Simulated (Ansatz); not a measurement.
Reaction (ligand exchange at the Si–O bond): `BO[SiH](O)[SiH3]` + NH₃ → `BO[SiH](N)[SiH3]` + H₂O

Computed with Ansatz on PBE0-D4/def2-TZVP structures; ΔE is electronic, products minus reactants. CCSD(T)/CBS adds triple-zeta CCSD(T) − MP2 to the extrapolated MP2 energy (def2 sets, frozen cores). This one scheme is used for every species. Functionals use def2-TZVPP. Each species was taken in one conformer, which may not be the lowest.

(1) Is it downhill or uphill in electronic energy at CCSD(T)/CBS, and by how much? (Best estimate.)

(2) What do these levels give: PBE0-D4, PBE, PBE0, HF/def2-TZVPP, SCS-MP2/def2-TZVPP, CCSD/def2-TZVPP, HF/def2-QZVPP, MP2/def2-QZVPP, SCS-MP2/def2-QZVPP, HF/CBS(def2), MP2/CBS(def2), CCSD/CBS(def2)? (Estimate.)

Largest T1 diagnostic among the species: 0.014.

Results:

(1) The calculation gave: Uphill: ΔE = +9.4 kcal/mol.

(2) The calculation gave: PBE0-D4 8.9, PBE 9.3, PBE0 9.4, HF/def2-TZVPP 12.2, SCS-MP2/def2-TZVPP 10.3, CCSD/def2-TZVPP 10.2, HF/def2-QZVPP 12.2, MP2/def2-QZVPP 9.3, SCS-MP2/def2-QZVPP 10.0, HF/CBS(def2) 12.2, MP2/CBS(def2) 9.1, CCSD/CBS(def2) 9.7 kcal/mol.

The D4 term adds −0.8 kcal/mol with B3LYP and −0.5 kcal/mol with PBE0; it sums over pairs of atoms, weighted by their polarisabilities, and B3LYP, whose exchange is more repulsive, gets the larger term. In def2-TZVPP, CCSD(T) changes the Hartree–Fock value by −2.3 kcal/mol (the triples alone add −0.3 kcal/mol) and MP2 by −2.5 kcal/mol.

B3LYP here is the variant with VWN-RPA as its local correlation; programs differ in this.
